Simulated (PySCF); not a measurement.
C4H9O, SMILES CC(C)(C)[O], multiplicity 2. Atoms are numbered in the order given.

```xyz
14

C     -0.5797    -1.3749     0.0000
C      0.0819     0.0237     0.0000
C     -0.3104     0.7888    -1.2679
C     -0.3104     0.7888     1.2679
O      1.4203    -0.2674     0.0000
H     -1.6721    -1.2449     0.0000
H     -0.2843    -1.9404     0.8945
H     -0.2843    -1.9404    -0.8945
H     -1.3950     0.9723    -1.3052
H      0.2031     1.7616    -1.2951
H     -0.0133     0.2196    -2.1604
H     -0.0133     0.2196     2.1604
H     -1.3950     0.9723     1.3052
H      0.2031     1.7616     1.2951
```
Charge 0, spin multiplicity 2.

Geometry optimised at PBE0-D3(BJ)/def2-SVP. The isomer is the one that the SMILES or the coordinates give; other isomers of the formula were not compared.

Calculation: PBE0/pcH-1 (PySCF).

Unrestricted Kohn–Sham, ⟨S²⟩ = 0.753. Hyperfine tensors hold the contact and dipolar terms, without spin-orbit corrections.

Computed hyperfine couplings:
```tsv
nucleus	A(iso) (MHz)	A(iso) (G)	dipolar principal values (MHz)
13C no. 1	89.2	31.8	-10.5, -10.4, 20.9
13C no. 2	-33.3	-11.9	-6.2, 2.9, 3.4
13C no. 3	13.5	4.8	-3.0, -2.6, 5.6
13C no. 4	13.5	4.8	-3.0, -2.6, 5.6
17O no. 5	-44.5	-15.9	-265.6, 132.2, 133.4
1H no. 6	41.5	14.8	-5.7, -2.1, 7.8
1H no. 7	-7.2	-2.6	-7.9, -3.1, 11.1
1H no. 8	-7.2	-2.6	-7.9, -3.1, 11.1
1H no. 9	2.0	0.7	-2.7, -1.7, 4.4
1H no. 10	-2.2	-0.8	-4.3, -3.0, 7.3
1H no. 11	-1.2	-0.4	-3.8, -3.4, 7.2
1H no. 12	-1.2	-0.4	-3.8, -3.4, 7.2
1H no. 13	2.0	0.7	-2.7, -1.7, 4.4
1H no. 14	-2.2	-0.8	-4.3, -3.0, 7.3
```
